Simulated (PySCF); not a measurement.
Potential energy of Ga₂ along the bond

Set-up: PySCF, scalar-relativistic core potentials, basis sets Ga cc-pVDZ-PP with ECP10. Energies in eV from Ga + Ga in their ground configurations at the same level. State: ³Πu (triplet), unpaired electrons σ ↑, π ↑.

All columns are PBE.

```json
{"R (Å)": "2.341", "E (eV)": "-1.097", "HOMO (eV)": "-3.63", "LUMO (eV)": "-3.89", "Mayer bond order": "1.37", "⟨S²⟩": "2.00"}
{"R (Å)": "2.450", "E (eV)": "-1.322", "HOMO (eV)": "-3.67", "LUMO (eV)": "-3.74", "Mayer bond order": "1.32", "⟨S²⟩": "2.00"}
{"R (Å)": "2.559", "E (eV)": "-1.451", "HOMO (eV)": "-3.69", "LUMO (eV)": "-3.61", "Mayer bond order": "1.28", "⟨S²⟩": "2.00"}
{"R (Å)": "2.640", "E (eV)": "-1.502", "HOMO (eV)": "-3.68", "LUMO (eV)": "-3.52", "Mayer bond order": "1.25", "⟨S²⟩": "2.00"}
{"R (Å)": "2.722", "E (eV)": "-1.524", "HOMO (eV)": "-3.60", "LUMO (eV)": "-3.44", "Mayer bond order": "1.22", "⟨S²⟩": "2.00"}
{"R (Å)": "2.804", "E (eV)": "-1.524", "HOMO (eV)": "-3.53", "LUMO (eV)": "-3.36", "Mayer bond order": "1.19", "⟨S²⟩": "2.00"}
{"R (Å)": "2.913", "E (eV)": "-1.498", "HOMO (eV)": "-3.45", "LUMO (eV)": "-3.28", "Mayer bond order": "1.16", "⟨S²⟩": "2.00"}
{"R (Å)": "3.049", "E (eV)": "-1.437", "HOMO (eV)": "-3.35", "LUMO (eV)": "-3.18", "Mayer bond order": "1.13", "⟨S²⟩": "2.00"}
{"R (Å)": "3.212", "E (eV)": "-1.340", "HOMO (eV)": "-3.26", "LUMO (eV)": "-3.09", "Mayer bond order": "1.10", "⟨S²⟩": "2.00"}
{"R (Å)": "3.430", "E (eV)": "-1.191", "HOMO (eV)": "-3.16", "LUMO (eV)": "-2.98", "Mayer bond order": "1.07", "⟨S²⟩": "2.00"}
```

Spin–orbit coupling is left out. The state was picked by a PBE0 search and need not be the measured ground state.

At some distances an empty level lies below a filled one, because the occupation is held.
